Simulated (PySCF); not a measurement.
**State search for MgSb**

Unrestricted PBE0; PySCF, scalar-relativistic core potentials, basis sets Mg def2-SVPD, Sb def2-SVPD with ECP28. Outer shells of the fragments: Mg 3s2; Sb 4d10 5s2 5p3.

Followed along the bond (rough minima from three points):

| 2Ms+1 | unpaired | ⟨S²⟩ at the start | R at minimum (Å) | Te (eV) |
| --- | --- | --- | --- | --- |
| 4 | σ ↑, π ↑↑ | 3.76 | 2.88 | 0.00 |
| 2 | σ ↓, π ↑↑ | 1.76 | 2.82 | 0.18 |
| 2 | σ ↑, π ↑↓ | 1.76 | 2.84 | 0.41 |
| 2 | π ↑ | 0.84 | 2.60 | 0.44 |
| 2 | σ ↑ | 0.75 | 2.82 | 1.29 |

Solutions found at the starting distance of 2.720 Å, counted from the lowest of them; the search is not exhaustive and high or unbound solutions are not listed, so other states can lie among these:

| 2Ms+1 | unpaired | term | E (eV) | ⟨S²⟩ | ⟨Lz²⟩ | μ (D) |
| --- | --- | --- | --- | --- | --- | --- |
| 4 | σ ↑, π ↑↑ | ⁴Σ⁻ | 0.00 | 3.76 | 0.00 | -1.07 |
| 2 | σ ↓, π ↑↑ | mixed | 0.16 | 1.76 | 0.00 | -1.34 |
| 2 | σ ↑, π ↑↓ | mixed | 0.39 | 1.76 | 2.01 | -1.20 |
| 2 | π ↑ | ²Π | 0.44 | 0.84 | 1.01 | -4.82 |
| 2 | σ ↑ | mixed | 1.28 | 0.75 | 2.00 | -1.08 |
| 4 | σ ↑↑, π ↑ | ⁴Π | 1.71 | 3.75 | 1.02 | -2.54 |
| 4 | π ↑↑↑ | ⁴Π | 2.34 | 3.76 | 1.00 | -1.06 |
| 2 | π ↑ | ²Π | 3.06 | 0.75 | 1.00 | 4.99 |

A term symbol is given only where ⟨S²⟩ and ⟨Lz²⟩ are close to those of a pure state; real π, δ and φ orbitals otherwise mix terms. A positive dipole means Mg(−)Sb(+).

Spin–orbit coupling is left out.
